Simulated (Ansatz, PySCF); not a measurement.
but-3-ene-1-selenol (C4H8Se), SMILES C=CCC[SeH]. Atoms are numbered in the order given.

```xyz
13

C     -3.4550     1.0219     0.4769
C     -2.6140     0.0110     0.2551
C     -1.1660    -0.0071     0.6369
C     -0.2617    -0.0883    -0.5872
Se     1.6437    -0.2436    -0.1763
H     -3.1278     1.9344     0.9864
H     -4.5017     0.9751     0.1650
H     -2.9857    -0.8839    -0.2618
H     -0.9568    -0.8725     1.2893
H     -0.9216     0.8947     1.2221
H     -0.4804    -0.9909    -1.1795
H     -0.4113     0.7754    -1.2508
H      1.7424     1.0790     0.4614
```
Charge 0, spin multiplicity 1.

Geometry optimised at PBE0-D3(BJ)/def2-SVP. Other conformers were not sampled.

Two levels are set side by side: PBE-D3(BJ)/def2-SVP (Ansatz, an electronic-structure program) and PBE0-D3(BJ)/def2-SVP (Ansatz). Each level has its own optimised geometry; the coordinates shown are those of the second. Frequencies come from the Hessian of PySCF at each geometry. Differences are taken from unrounded values.

```tsv
quantity	PBE0-D3(BJ)
mean bond length (Å)	1.290
bond C1–C2 (Å)	1.334
bond C2–C3 (Å)	1.498
bond C3–C4 (Å)	1.524
bond C4–Se5 (Å)	1.955
bond C1–H6 (Å)	1.095
bond C1–H7 (Å)	1.093
bond C2–H8 (Å)	1.098
bond C3–H9 (Å)	1.104
bond C3–H10 (Å)	1.102
bond C4–H11 (Å)	1.102
bond C4–H12 (Å)	1.099
bond Se5–H13 (Å)	1.472
highest harmonic wavenumber (cm⁻¹)	3260
mean harmonic wavenumber (cm⁻¹)	1424
zero-point energy (kcal/mol)	67.19
```

What does PBE-D3(BJ) give, and how far is it from PBE0-D3(BJ)? (Estimate from the structure and the level; the computed values follow.)


```tsv
quantity	PBE-D3(BJ)	PBE-D3(BJ) minus PBE0-D3(BJ)
mean bond length (Å)	1.300	0.010
bond C1–C2 (Å)	1.344	0.011
bond C2–C3 (Å)	1.505	0.007
bond C3–C4 (Å)	1.534	0.009
bond C4–Se5 (Å)	1.977	0.022
bond C1–H6 (Å)	1.103	0.008
bond C1–H7 (Å)	1.101	0.008
bond C2–H8 (Å)	1.107	0.008
bond C3–H9 (Å)	1.112	0.009
bond C3–H10 (Å)	1.111	0.008
bond C4–H11 (Å)	1.110	0.008
bond C4–H12 (Å)	1.108	0.008
bond Se5–H13 (Å)	1.486	0.015
highest harmonic wavenumber (cm⁻¹)	3166	-94
mean harmonic wavenumber (cm⁻¹)	1376	-48
zero-point energy (kcal/mol)	64.93	-2.26
```

Exact exchange shortens and stiffens bonds; PBE has none. Differences between two approximate levels are no errors against the true value.
